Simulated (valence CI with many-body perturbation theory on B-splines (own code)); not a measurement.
Values are calculated unless marked as measured or tabulated.
**Sensitivity of CI+MBPT for Au LXVII**

Method: configuration interaction combined with many-body perturbation theory (CI+MBPT): three valence electrons over a frozen Dirac-Fock core [Ne], a basis of 6 s, 6 p, 5 d, 3 f, 1 g functions for each j, with the one-electron correlation potential Σ1 (screened to all orders), the two-electron term Σ2, the three-electron term Σ3, Breit, model QED; selected single and double excitations, second order for the rest, scaled by the run's own slope (own B-spline code, finite nucleus).

No measured spectrum was set against this ion. As an estimate, large intervals hold to a few tenths of a per cent, small ones and those within an open d or f shell to about a per cent.

The reference run has the lowest level (3s^2 3p1/2) J=1/2 and an ionisation energy of 7910.77 eV. Its largest variational space holds 2738 state functions.

Levels are named by their leading jj configuration (3d3/2^4 stands for four electrons in 3d with j = 3/2), which in mixed levels can hold well under half, so a name can repeat and another be missing. Letters in brackets count levels of one name in rising energy.

Changed runs:
A. core polarisation of operators on → off
B. scale of Σ1 1 → 0.9
C. QED terms on → off
D. box radius (bohr) 1.258 → 0.21 (bad on purpose)

Excitation energies of the reference run in cm⁻¹, and shifts in cm⁻¹:

```tsv
Level	Reference	A	B	C
(3s 3p1/2^2) J=1/2	1505410	0	+240	+47361
(3s^2 3p3/2) J=3/2	4013300	0	-180	-3430
(3s 3p1/2 3p3/2) J=3/2 [a]	5247610	0	+59	+43033
(3s 3p1/2 3p3/2) J=5/2	5409270	0	+56	+42876
(3s 3p1/2 3p3/2) J=3/2 [b]	5586370	0	+55	+35623
(3s 3p1/2 3p3/2) J=1/2	5679310	0	+58	+43628
(3s^2 3d3/2) J=3/2	6071180	0	+43	+14714
(3s^2 3d5/2) J=5/2	6883550	0	-112	+4644
(3s 3p1/2 3d3/2) J=3/2 [a]	7045870	0	+285	+66847
(3s 3p1/2 3d3/2) J=3/2 [b]	7159240	0	+283	+70335
(3s 3p1/2 3d3/2) J=5/2	7254560	0	+278	+53185
(3s 3p1/2 3d3/2) J=1/2	7489980	0	+278	+53119
Ionisation energy (eV)	7910.77	0	-0.12	+0.45
```

No effect on these energies: A.

Run D: It gave no result. The program said: "need at least one array to concatenate".
